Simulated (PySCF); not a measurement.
2-bromofuran (C4H3BrO), SMILES c1(Br)ccco1.

Geometry optimised at ωB97X-D3(BJ)/def2-SVP.

Level of theory: ωB97X-D3(BJ)/def2-SVP run with PySCF.

Frequencies are harmonic and unscaled.

**Question.** Estimate the vibrational spectrum. (An estimate is asked for; the answer gives what the named calculation found.)

**Answer.** 
```tsv
mode	ν (cm⁻¹)	IR (km/mol)	Raman (Å⁴/amu)	depolarisation	moving atoms (share of kinetic energy)
1	210	2.8	1.6	0.75	C 68 %, O 16 %, H 10 %
2	270	0.8	1.6	0.75	C 51 %, O 27 %, Br 12 %, H 11 %
3	388	1.1	5.5	0.29	Br 44 %, C 41 %, O 11 %
4	621	7.7	0.6	0.75	C 62 %, H 30 %, O 8 %
5	657	1.9	1.3	0.75	C 63 %, O 23 %, H 14 %
6	768	55.9	0.8	0.75	H 77 %, C 20 %
7	849	10.6	0.8	0.75	H 74 %, C 25 %
8	912	1.3	4.6	0.73	C 74 %, O 16 %, H 10 %
9	922	0.2	2.2	0.75	H 71 %, C 29 %
10	946	24.9	3.1	0.13	C 46 %, O 34 %, H 20 %
11	1026	28.5	2.6	0.31	H 74 %, C 16 %, O 9 %
12	1108	7.9	9.4	0.31	H 57 %, C 30 %, O 13 %
13	1178	10.1	1.8	0.25	C 51 %, H 30 %, O 19 %
14	1237	13.1	15.2	0.35	C 50 %, H 38 %, O 12 %
15	1269	43.7	0.5	0.27	C 50 %, H 27 %, O 23 %
16	1437	9.5	12.8	0.61	C 69 %, H 27 %
17	1556	51.6	75.7	0.24	C 90 %, H 8 %
18	1651	14.5	2.2	0.62	C 90 %, H 10 %
19	3281	1.1	88.9	0.67	H 92 %, C 8 %
20	3299	1.6	41.3	0.24	H 91 %, C 9 %
21	3313	0.2	139.8	0.14	H 90 %, C 10 %
```
